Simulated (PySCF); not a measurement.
C₆H₁₇N₂ (SMILES CN(C)CC[NH+](C)C), charge +1, singlet, geometry from GFN2-xTB; DF-SVWN5/pcseg-1 in PySCF.

The PySCF input:
```python
from pyscf import gto, scf, dft

mol = gto.Mole()
mol.atom = '''
    C     2.265369    0.314315    0.505858
    N     1.153469    0.230221   -0.430322
    C     1.601526    0.549348   -1.777795
    C     0.491182   -1.064624   -0.370624
    C    -0.516581   -1.162299    0.781406
    N    -1.600088   -0.133772    0.750072
    C    -1.106197    1.198599    1.150364
    C    -2.283622   -0.059750   -0.553239
    H     1.923382    0.106961    1.517716
    H     2.669992    1.323520    0.482164
    H     3.069429   -0.388978    0.257915
    H     2.349767   -0.158281   -2.152797
    H     0.751838    0.553901   -2.459364
    H     2.041399    1.544061   -1.770956
    H     1.208587   -1.888640   -0.229161
    H    -0.016283   -1.246528   -1.319139
    H     0.000467   -1.063616    1.736933
    H    -0.980957   -2.149877    0.741959
    H    -2.296612   -0.428636    1.443180
    H    -0.278082    1.464391    0.490641
    H    -0.750273    1.176038    2.177924
    H    -1.904756    1.932900    1.072054
    H    -2.568871   -1.054332   -0.891139
    H    -1.621752    0.398102   -1.284244
    H    -3.181000    0.550342   -0.467760
'''
mol.basis = 'pcseg-1'
mol.charge = 1
mol.spin = 0
mol.verbose = 4
mol.build()

mf = dft.RKS(mol)
mf.xc = 'lda,vwn'
mf.DIIS = scf.ADIIS
mf = mf.density_fit(auxbasis='def2-universal-jkfit')
mf.kernel()
mf.analyze()
```

It wrote (shortened):

```
PySCF version 2.14.0

[INPUT] verbose = 4
[INPUT] num. atoms = 25
[INPUT] num. electrons = 66
[INPUT] charge = 1
[INPUT] spin (= nelec alpha-beta = 2S) = 0
[INPUT] symmetry False subgroup None
[INPUT] Mole.unit = angstrom
[INPUT] Symbol           X                Y                Z      unit          X                Y                Z       unit  Magmom
[...]
nuclear repulsion = 446.236774752574
number of shells = 58
number of NR pGTOs = 319
number of NR cGTOs = 197
basis = pcseg-1
ecp = {}

******** <class 'pyscf.df.df_jk.DFRKS'> ********
method = DFRKS
initial guess = minao
damping factor = 0
level_shift factor = 0
DIIS = <class 'pyscf.scf.diis.ADIIS'>
diis_start_cycle = 1
diis_space = 8
diis_damp = 0
SCF conv_tol = 1e-09
SCF conv_tol_grad = None
SCF max_cycles = 50
direct_scf = False
XC library pyscf.dft.libxc version 7.1.2
    S. Lehtola, C. Steigemann, M. J. T. Oliveira, and M. A. L. Marques,  SoftwareX 7, 1–5 (2018)
XC functionals = lda,vwn
    P. A. M. Dirac,  Math. Proc. Cambridge Philos. Soc. 26, 376 (1930)
    F. Bloch,  Z. Phys. 57, 545 (1929)
    S. H. Vosko, L. Wilk, and M. Nusair,  Can. J. Phys. 58, 1200 (1980)
radial grids:
    Treutler-Ahlrichs [JCP 102, 346 (1995); DOI:10.1063/1.469408] (M4) radial grids

becke partition: Becke, JCP 88, 2547 (1988); DOI:10.1063/1.454033
pruning grids: <function nwchem_prune>
grids dens level: 3
symmetrized grids: False
atomic radii adjust function: <function treutler_atomic_radii_adjust>
small_rho_cutoff = 0
Set gradient conv threshold to 3.16228e-05
Initial guess from minao.
tot grids = 279248
init E= -345.543992857395
[...]
cycle= 1 E= -344.80676930307  delta_E= 0.737  |g|= 0.591  |ddm|= 4.55
[...]
cycle= 2 E= -344.688328675313  delta_E= 0.118  |g|= 0.926  |ddm|= 1.61
[...]
cycle= 3 E= -344.893779558425  delta_E= -0.205  |g|= 0.143  |ddm|= 0.882
[...]
cycle= 4 E= -344.888765592948  delta_E= 0.00501  |g|= 0.207  |ddm|= 0.304
[...]
cycle= 5 E= -344.898919619863  delta_E= -0.0102  |g|= 0.026  |ddm|= 0.148
[...]
cycle= 6 E= -344.898807994965  delta_E= 0.000112  |g|= 0.0334  |ddm|= 0.0637
[...]
cycle= 7 E= -344.899095530575  delta_E= -0.000288  |g|= 0.00489  |ddm|= 0.0358
[...]
cycle= 8 E= -344.899090320297  delta_E= 5.21e-06  |g|= 0.00716  |ddm|= 0.0132
[...]
cycle= 9 E= -344.899101086783  delta_E= -1.08e-05  |g|= 0.00123  |ddm|= 0.00798
[...]
cycle= 10 E= -344.899100834918  delta_E= 2.52e-07  |g|= 0.00168  |ddm|= 0.00318
[...]
cycle= 11 E= -344.899101414103  delta_E= -5.79e-07  |g|= 0.000344  |ddm|= 0.002
[...]
cycle= 12 E= -344.899101371794  delta_E= 4.23e-08  |g|= 0.000572  |ddm|= 0.00101
[...]
cycle= 13 E= -344.899101441026  delta_E= -6.92e-08  |g|= 6.69e-05  |ddm|= 0.000604
[...]
cycle= 14 E= -344.899101441737  delta_E= -7.11e-10  |g|= 4.14e-05  |ddm|= 0.000145
[...]
cycle= 15 E= -344.899101442174  delta_E= -4.37e-10  |g|= 7.54e-06  |ddm|= 4.75e-05
[...]
Extra cycle  E= -344.899101442176  delta_E= -2.27e-12  |g|= 7.07e-06  |ddm|= 1.64e-05
converged SCF energy = -344.899101442176
**** SCF Summaries ****
Total Energy =                        -344.899101442176175
Nuclear Repulsion Energy =             446.236774752573524
One-electron Energy =                -1340.993849979045081
Two-electron Energy =                  549.857973784295382
Two-electron Coulomb Energy =          599.137346087521450
DFT Exchange-Correlation Energy =      -49.279372303226125
HOMO-LUMO gap [eV] =                     4.080440767896314
**** MO energy ****
[...]
 ** Mulliken pop on meta-lowdin orthogonal AOs  **
 ** Mulliken pop  **
 ** Mulliken atomic charges  **
charge of    0C =     -0.24773
charge of    1N =     -0.22063
charge of    2C =     -0.24460
charge of    3C =     -0.11421
charge of    4C =     -0.12208
charge of    5N =      0.03643
charge of    6C =     -0.26489
charge of    7C =     -0.25121
charge of    8H =      0.11128
charge of    9H =      0.13705
charge of   10H =      0.10703
charge of   11H =      0.10448
charge of   12H =      0.11731
charge of   13H =      0.13639
charge of   14H =      0.11632
charge of   15H =      0.12168
charge of   16H =      0.13862
charge of   17H =      0.14371
charge of   18H =      0.27708
charge of   19H =      0.16345
charge of   20H =      0.14626
charge of   21H =      0.14611
charge of   22H =      0.15109
charge of   23H =      0.15449
charge of   24H =      0.15657

WARN: System has nonzero charge 1; the dipole moment is origin-dependent.
Location of origin: [0. 0. 0.]

Dipole moment(X, Y, Z, Debye): -4.56636, -0.79076,  1.81447
```
